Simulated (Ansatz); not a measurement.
Born–Oppenheimer molecular dynamics of CH3NO2Si (8 atoms, charge 0, multiplicity 1). It starts at the highest image of a converged band. Of that band: Neighbouring images differ by up to 1.3 eV, so the band resolves the path poorly. A vibrational analysis at the climbing image gives one clearly imaginary mode, 1512i cm⁻¹: a first-order saddle point.

Theory: RKS B3LYP/def2-SVP in Ansatz.

```yaml
ensemble: NVE (velocity Verlet)
time_step: 0.5 fs
steps_asked: 200
starting_velocities_drawn_for: 100 K
seed: 5714
```

First frame:

```xyz
8
Properties=species:S:1:pos:R:3
N -0.636 2.142 0.604
C -0.005 1.090 0.359
O 0.385 0.001 1.116
Si 0.929 -0.209 -0.545
O -0.130 -1.536 -1.284
H -0.922 2.189 1.593
H 1.195 -1.675 -1.192
H -0.723 -2.059 -0.708
```

(1) How far do the bonds stretch over the last three quarters of this one trajectory? (Pairs bonded in most of those frames.)

Results:

(1) 
```
  bond  mean (Å)  spread (Å)  shortest  longest
 N1–C2     1.251       0.023      1.20     1.30
 N1–H6     1.033       0.014      1.00     1.06
 C2–O3     1.450       0.103      1.23     1.58
C2–Si4     1.855       0.089      1.72     2.00
O3–Si4     1.749       0.056      1.67     1.87
Si4–O5     1.671       0.081      1.56     1.80
Si4–H7     1.616       0.172      1.30     1.91
 O5–H8     0.971       0.010      0.95     1.00
```

Mean temperature of the second half: 1916 K. The conserved energy stayed within 0.6 meV per atom of its start (net change -0.01 meV per atom), so the integration is sound. The kinetic energy rose, since the run started high on the potential surface and went downhill. A run of 0.1 ps of so small a system gives no equilibrium averages. The orbitals stay closed-shell, which can raise the energy where a bond breaks towards radicals; this wasn't checked here.

Time of the run: 2.2 min on 2 threads of AMD EPYC 9R45 96-Core Processor (Zen 5) (shared host), peak memory 0.19 GiB.
